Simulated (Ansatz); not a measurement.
A trace of molecular dynamics of C₃H₁₂N₂O₂Si (20 atoms, charge 0, multiplicity 1).

The calculation used RHF/6-31G* in Ansatz.

```yaml
ensemble: NVT, Nosé–Hoover chain
set_temperature: 1000 K
thermostat: time constant 300 fs, chain length 1
seed: 280246
```

```json
{"time (fs)": "0.0", "T (K)": "1000", "potential energy less start (eV)": "0.000", "conserved less start (meV/atom)": "0.00"}
{"time (fs)": "3.0", "T (K)": "520", "potential energy less start (eV)": "1.134", "conserved less start (meV/atom)": "0.81"}
{"time (fs)": "6.0", "T (K)": "577", "potential energy less start (eV)": "0.991", "conserved less start (meV/atom)": "0.32"}
{"time (fs)": "9.0", "T (K)": "494", "potential energy less start (eV)": "1.192", "conserved less start (meV/atom)": "0.69"}
{"time (fs)": "12.0", "T (K)": "600", "potential energy less start (eV)": "0.941", "conserved less start (meV/atom)": "0.51"}
{"time (fs)": "15.0", "T (K)": "553", "potential energy less start (eV)": "1.050", "conserved less start (meV/atom)": "0.49"}
{"time (fs)": "18.0", "T (K)": "462", "potential energy less start (eV)": "1.269", "conserved less start (meV/atom)": "0.75"}
{"time (fs)": "21.0", "T (K)": "734", "potential energy less start (eV)": "0.622", "conserved less start (meV/atom)": "0.03"}
{"time (fs)": "24.0", "T (K)": "308", "potential energy less start (eV)": "1.631", "conserved less start (meV/atom)": "0.87"}
{"time (fs)": "27.0", "T (K)": "552", "potential energy less start (eV)": "1.052", "conserved less start (meV/atom)": "0.23"}
{"time (fs)": "30.0", "T (K)": "464", "potential energy less start (eV)": "1.265", "conserved less start (meV/atom)": "0.64"}
{"time (fs)": "33.0", "T (K)": "467", "potential energy less start (eV)": "1.258", "conserved less start (meV/atom)": "0.59"}
{"time (fs)": "36.0", "T (K)": "488", "potential energy less start (eV)": "1.209", "conserved less start (meV/atom)": "0.51"}
{"time (fs)": "39.0", "T (K)": "511", "potential energy less start (eV)": "1.160", "conserved less start (meV/atom)": "0.69"}
{"time (fs)": "42.0", "T (K)": "713", "potential energy less start (eV)": "0.679", "conserved less start (meV/atom)": "0.06"}
{"time (fs)": "45.0", "T (K)": "251", "potential energy less start (eV)": "1.772", "conserved less start (meV/atom)": "0.87"}
{"time (fs)": "48.0", "T (K)": "535", "potential energy less start (eV)": "1.099", "conserved less start (meV/atom)": "0.25"}
{"time (fs)": "51.0", "T (K)": "499", "potential energy less start (eV)": "1.195", "conserved less start (meV/atom)": "0.68"}
{"time (fs)": "54.0", "T (K)": "537", "potential energy less start (eV)": "1.106", "conserved less start (meV/atom)": "0.55"}
{"time (fs)": "57.0", "T (K)": "477", "potential energy less start (eV)": "1.247", "conserved less start (meV/atom)": "0.53"}
{"time (fs)": "60.0", "T (K)": "487", "potential energy less start (eV)": "1.226", "conserved less start (meV/atom)": "0.56"}
{"time (fs)": "63.0", "T (K)": "639", "potential energy less start (eV)": "0.865", "conserved less start (meV/atom)": "0.11"}
{"time (fs)": "66.0", "T (K)": "322", "potential energy less start (eV)": "1.619", "conserved less start (meV/atom)": "0.82"}
{"time (fs)": "69.0", "T (K)": "594", "potential energy less start (eV)": "0.978", "conserved less start (meV/atom)": "0.28"}
{"time (fs)": "72.0", "T (K)": "475", "potential energy less start (eV)": "1.267", "conserved less start (meV/atom)": "0.71"}
{"time (fs)": "75.0", "T (K)": "462", "potential energy less start (eV)": "1.297", "conserved less start (meV/atom)": "0.56"}
```

Task: Is this trajectory sound?

Result: The conserved energy stayed within 0.95 meV per atom of its start (net change 0.56 meV per atom), so the integration is sound. The mean temperature of the second half is 49 % below the set value. A run of 0.075 ps of so small a system gives no equilibrium averages. The time step was 0.5 fs.

Run time: 6.2 min on 4 threads of Arm Neoverse V1 (shared host), peak memory 0.46 GiB.
